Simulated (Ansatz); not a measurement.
Z-matrix (Å, degrees):
```
Si
B 1 2.029
N 1 1.856 2 75.9
C 1 2.327 2 42.1 3 -0.1
H 1 1.489 2 125.4 3 -99.8
H 1 1.489 2 125.4 3 99.9
H 2 1.206 1 116.9 3 -109.4
H 2 1.206 1 117.1 3 109.6
H 3 1.014 1 143.3 2 180.0
F 4 1.314 1 170.8 2 -179.5
```

Charge 0, multiplicity 1. The bonds changed during the relaxation, so this is another structure than the one it started from.

Q: List the ωB97M-V/def2-TZVPP orbital energies in eV (Ansatz 0.2.0). (An estimate is asked.)

A: The calculation gave: Occupied: -1807.21, -679.30, -396.37, -285.87, -186.07, -148.25, -102.45, -102.33, -102.28, -38.63, -30.04, -21.88, -20.38, -18.50, -17.37, -16.81, -15.74, -13.86, -13.73, -11.87, -11.64, -10.93, -9.58. Lowest empty: 1.15, 1.37, 2.43, 2.54, 3.01, 3.78, 3.99, 4.27.
